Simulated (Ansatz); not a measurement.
Reaction (SMILES): [O]=[Ge]1[O][O]1 + 5 [H][H] (H2) → [GeH4] (GeH4) + 3 O (H2O)
Structures are relaxed separately at B3LYP-D3(BJ)/def2-TZVP in Ansatz (an electronic-structure program). Unstable Hartree-Fock reference: [O]=[Ge]1[O][O]1.

Wanted: energy of full hydrogenation (electronic energy difference), in kcal/mol. Cores are frozen in the correlated levels unless marked. No spin-orbit coupling. The frozen core is the preceding noble-gas configuration, with the filled d and f shells of earlier blocks. Non-relativistic. CBS(X,Y): correlation extrapolated as X^-3; Hartree-Fock from the larger set.

CCSD(T)/CBS(cc-pVTZ,cc-pVQZ) (Ansatz) gives -166.4 kcal/mol.

Q: Another calculation gave -182.1 kcal/mol. Which level was it?
(A) LC-wPBE/def2-TZVPD (Ansatz)
(B) revPBE/def2-TZVPD (Ansatz)
(C) B3LYP/def2-TZVPD (Ansatz)
(D) SVWN5/def2-TZVPD (Ansatz)

A: D, SVWN5/def2-TZVPD (Ansatz). The others give -151.3 (revPBE), -185.3 (LC-wPBE), -168.2 (B3LYP) kcal/mol.
